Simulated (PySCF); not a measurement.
**Shapes and spin states of [CoN2]-**

These are results of PBE0 in PySCF with Co def2-SVPD, N def2-SVPD; no relativity; density-fitted integrals, not measurements.

Relaxations began from a few typed shapes and spin states; open shells are unrestricted. The search is not exhaustive: other isomers or separated fragments can lie lower, and high-lying points may rest on an excited occupation.

Q: Which is the lowest minimum found?
A. triplet (⟨S²⟩ 2.37) C2v: Co–N 2.053 Å (×2), N–N 1.150 Å; Co–N–N 73.7° (×2), N–Co–N 32.5°
B. singlet (closed shell, unstable to spin polarisation) C2v: Co–N 1.563 Å (×2); N–Co–N 120.5°
C. broken-symmetry Ms = 0 (⟨S²⟩ 1.37) C2v: Co–N 1.896 Å (×2), N–N 1.185 Å; Co–N–N 71.8° (×2), N–Co–N 36.4°
D. broken-symmetry Ms = 1 (⟨S²⟩ 2.85) Cs: Co–N 1.601 Å, Co–N 1.672 Å; N–Co–N 132.9°
E. singlet (closed shell, unstable to spin polarisation) C2v: Co–N 1.796 Å (×2), N–N 1.188 Å; Co–N–N 70.7° (×2), N–Co–N 38.6°
F. quintet C2v: Co–N 2.004 Å (×2), N–N 1.182 Å; Co–N–N 72.9° (×2), N–Co–N 34.3°
G. triplet D∞h: Co–N 1.569 Å (×2); N–Co–N 180.0°
H. triplet C2v: Co–N 1.579 Å (×2); N–Co–N 128.3°

A: A. The others lie at 37.6 (quintet C2v), 46.2 (broken-symmetry Ms = 0 C2v), 145.5 (singlet C2v), 362.5 (broken-symmetry Ms = 1 Cs), 411.2 (triplet C2v), 432.8 (triplet D∞h, a saddle point), 440.1 (singlet C2v) kJ/mol above it.

For the lowest minimum: the determinant is spin-contaminated (⟨S²⟩ = 2.37, pure value 2.00). The highest occupied level lies above zero, a sign of self-interaction error or too small a basis; response properties are unreliable. Open d and f shells are described by one determinant, and the ground state may have another occupation or spin. The lowest empty level of this anion is unbound, so it and the gap depend on the basis.
